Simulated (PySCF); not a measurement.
Ionisation energy of Os⁺ by level of theory

Os⁺ [Xe] 4f14 5d6 6s1 (6D) → Os²⁺ [Xe] 4f14 5d6 (5D), as a difference of total energies. Computed with PySCF 2.14 in cc-pVDZ-PP with ECP60MDF (4s4p3d1f, 38 functions), with a scalar-relativistic core potential. Correlated levels: valence: 5s2 5p6 frozen. The calculations carry no spin-orbit coupling.

```csv
method,ionisation energy (eV)
UHF,15.977
PBE,17.502
B3LYP,17.276
MP2 (valence),16.670
SCS-MP2 (valence),16.369
```

How much does correlation contribute at MP2 (valence)?

16.670 − (15.977) = 0.693 eV, measured against UHF.

The reference lies between the lowest fine-structure levels, while these numbers refer to the centres of the terms.

Errors of the correlated levels include the incompleteness of this basis and the frozen core.

For comparison: 17 ± 1 eV (semi-empirical (NIST evaluation); NIST Atomic Spectra Database, ionization energies).
